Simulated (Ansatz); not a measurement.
Relaxation of CH4AlClO (8 atoms, charge 0, multiplicity 1), to a largest force component of 0.03 eV/Å in at most 50 steps.

Method: RKS PBE-D4/def2-SVP in Ansatz 0.2.0.

```xyz
8
Properties=species:S:1:pos:R:3
Al -0.831 0.164 -0.121
Cl 1.213 -1.023 -2.737
O -1.789 0.020 -1.434
H -0.078 -0.736 -2.702
C 0.215 0.365 1.508
H 1.088 -0.319 1.487
H 0.586 1.406 1.603
H -0.404 0.123 2.395
```

Task: Where does it end, and by what steps?

Result: It converged. After 13 steps the energy has fallen by 3.401 eV; H4 moved furthest, 1.67 Å. Parted: Cl2–H4 (1.32 → 3.43 Å). Joined: Al1–Cl2 (3.52 → 2.13 Å), O3–H4 (2.26 → 0.97 Å).

```
step  energy less start (eV)  largest force component (eV/Å)  accepted
   0                  0.0000                           0.273       yes
   1                 -0.1659                           0.762       yes
   2                 -0.3041                           1.614       yes
   3                 -0.5578                           2.361       yes
   4                 -1.0459                           2.547       yes
   5                 -1.7985                           1.944       yes
   6                 -2.5305                           1.996       yes
   7                 -2.8861                           1.353       yes
   8                 -3.1302                           1.118       yes
   9                 -3.3017                           0.622       yes
  10                 -3.3786                           0.188       yes
  11                 -3.3845                           0.808       yes
  12                 -3.3990                           0.160       yes
  13                 -3.4011                           0.028       yes
```

```xyz
8
Properties=species:S:1:pos:R:3
Al 0.083 -0.198 -0.632
Cl 1.720 -0.836 -1.829
O -1.464 -0.065 -1.363
H -1.626 -0.260 -2.301
C 0.290 0.257 1.245
H 1.102 -0.323 1.728
H 0.547 1.333 1.347
H -0.652 0.092 1.805
```

Time of the run: 25 s on 2 threads of Arm Neoverse V1, with other jobs on the host, peak memory 0.14 GiB.
